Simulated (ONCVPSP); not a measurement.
Before and after: ONCV potential for nitrogen (N)

nitrogen (N), optimised norm-conserving Vanderbilt (ONCV), made with ONCVPSP 4.0.1 (LDA (Perdew-Wang 92), scalar-relativistic). Core [He], reference 2s1.75 2p3.25. Waves: 2s: rc 1.15 bohr, ncon 4, nbas 8, qcut 4.8 1/bohr, 2 projectors, debl 2.9 Ha; 2p: rc 1.55 bohr, ncon 4, nbas 8, qcut 7.2 1/bohr, 2 projectors, debl 2.1 Ha; d scattering state at 0.18 Ha: rc 1.35 bohr, ncon 4, nbas 9, qcut 6.6 1/bohr, 2 projectors, debl 1.1 Ha. Local part: polynomial inside 1.05 bohr (lpopt 4, dvloc0 -1 Ha). Core correction: none.

Change: p: qcut 5.7.

Cutoffs: the cutoffs (Ha) at which the residual kinetic energy of the hardest occupied pseudo-wave falls to 1 and 0.1 mHa per electron; they do not see the model core or the augmentation charge, which bear on the density cutoff. Errors are all-electron minus pseudo energies relative to the spin-unpolarised reference configuration.

What does the change do?

The potential gets neither clearly harder nor softer (91 Ha and 130 Ha → 91 Ha and 130 Ha); the s channel sets the loose cutoff, while the largest relative change is in p, which becomes harder; of the 4 tests that both files solve, the error grows in 3 and shrinks in 0 by more than 15 % and 0.3 meV (median size 30.0 → 43.4 meV); neither file shows a bound ghost.

| quantity | base | changed |
| --- | --- | --- |
| cutoff, loose | 91 Ha | 91 Ha |
| cutoff, tight | 130 Ha | 130 Ha |
| loose cutoff by channel | s 91 Ha, p 21 Ha | s 91 Ha, p 31 Ha |
| bound ghosts | none | none |
| GHOST(+) flags under 300 eV | none | none |
| error for 2s2 2p3, meV [ΔE -2.80 eV] | +1.1 | +0.9 |
| error for 2s2 2p2, meV [ΔE 10.93 eV] | +45 | +64 |
| error for 2s2 2p1, meV [ΔE 39.91 eV] | +291 | +414 |
| error for 2s1 2p3, meV [ΔE 22.39 eV] | -15 | -23 |
| s: phases at 1.16 bohr within 0.05 rad from the reference energy up to (Ha; the scan ends near 5) | to the end of the scan | to the end of the scan |
| p: phases at 1.57 bohr within 0.05 rad from the reference energy up to (Ha; the scan ends near 5) | to the end of the scan | to the end of the scan |
| d: phases at 1.37 bohr within 0.05 rad from the reference energy up to (Ha; the scan ends near 5) | to the end of the scan | to the end of the scan |
